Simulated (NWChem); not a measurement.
# CH₅ClFNSi; SMILES CN[Si@@H](Cl)F

```xyz
10

C     -0.5575     2.5985     0.0256
N     -0.6260     1.1936    -0.3429
Si     0.3137    -0.0578     0.3478
F      1.8225    -0.2048    -0.2745
Cl    -0.6352    -1.8486    -0.0708
H     -0.0679     2.7025     1.0159
H      0.0256     3.2179    -0.6935
H     -1.5704     3.0466     0.1191
H     -1.1455     0.9917    -1.2004
H      0.4892     0.1744     1.8093
```
Atoms are numbered in this order, from 1.

Results from NWChem. Pople sets run with spherical d functions. Structure relaxed at the PBE-D3(BJ)/def2-SVP level. B3LYP is NWChem's, with the RPA form of VWN correlation. Vertical excitations in the gas phase; the lowest state need not have the same character in each row.

### Question
Among these, which level gives the lowest value of “lowest excitation, singlet (eV)”?
A) BHandHLYP/6-31+G*, TDA
B) PBE/6-31+G*, TDA
C) B3LYP/6-31+G*, TDA

### Answer
B, PBE/6-31+G*, TDA. Values: PBE/6-31+G*, TDA 5.53; B3LYP/6-31+G*, TDA 6.06; BHandHLYP/6-31+G*, TDA 6.71
